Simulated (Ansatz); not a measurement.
Reaction (isomerisation): `BC[SiH2]BO` → `BC(B)O[SiH3]`

Computed with Ansatz on PBE0-D4/def2-TZVP structures; ΔE is electronic, products minus reactants. CBS: MP2 limit from def2 TZ/QZ plus the TZ coupled-cluster correction, frozen cores. DFT in def2-TZVPP. B3LYP here is the variant with VWN-RPA as its local correlation; programs differ in this. Each species was taken in one conformer, which may not be the lowest.

```tsv
level	ΔE (kcal/mol)	difference from CCSD(T)/CBS
PBE-D4	35.8	3.5
r2SCAN-D4	33.1	0.8
ωB97X-V	30.5	-1.8
ωB97M-V	31.3	-1.0
PBE	36.0	3.7
r2SCAN	33.2	0.9
PBE0	34.9	2.6
B3LYP	30.7	-1.6
MP2/def2-TZVPP	32.4	0.1
SCS-MP2/def2-TZVPP	30.1	-2.2
CCSD/def2-TZVPP	31.3	-1.0
CCSD(T)/def2-TZVPP	32.3	0.0
HF/def2-QZVPP	23.9	-8.4
MP2/def2-QZVPP	32.3	0.0
SCS-MP2/def2-QZVPP	30.1	-2.2
HF/CBS(def2)	23.8	-8.5
CCSD(T)/CBS	32.3	0
```

Largest T1 diagnostic among the species: 0.014.

In def2-TZVPP, CCSD(T) changes the Hartree–Fock value by +8.1 kcal/mol (the triples alone add +1.1 kcal/mol) and MP2 by +8.2 kcal/mol. From PBE to PBE0 (25 % exact exchange), in def2-TZVPP and without D4, ΔE moves by −1.1 kcal/mol.
